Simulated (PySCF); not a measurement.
## How methods differ on the excitation energy of Sb

Sb [Kr] 4d10 5s2 5p3 (4S) → Sb [Kr] 4d10 5s2 5p2 6s1 (4P), as a difference of total energies. Calculation: PySCF 2.14, in aug-cc-pVQZ-DK3 (9s8p6d3f2g, 102 functions); the spin-free X2C one-electron Hamiltonian (Gaussian nucleus). Correlated levels: valence: [Kr] 4d10 frozen. The calculations carry no spin-orbit coupling.

| method | excitation energy (cm⁻¹) |
| --- | --- |
| UHF | 45426 |
| LDA | 45488 |
| PBE | 44852 |
| PBE0 | 46089 |
| r2SCAN | 47976 |
| HSE06 | 45780 |
| PW91 | 45160 |
| TPSSh | 46642 |
| MP2 (valence) | 47047 |
| SCS-MP2 (valence) | 46704 |

Errors of the correlated levels include the incompleteness of this basis and the frozen core.

For comparison: 46690 cm⁻¹ (measured; NIST levels, between the centres of gravity of the two terms).
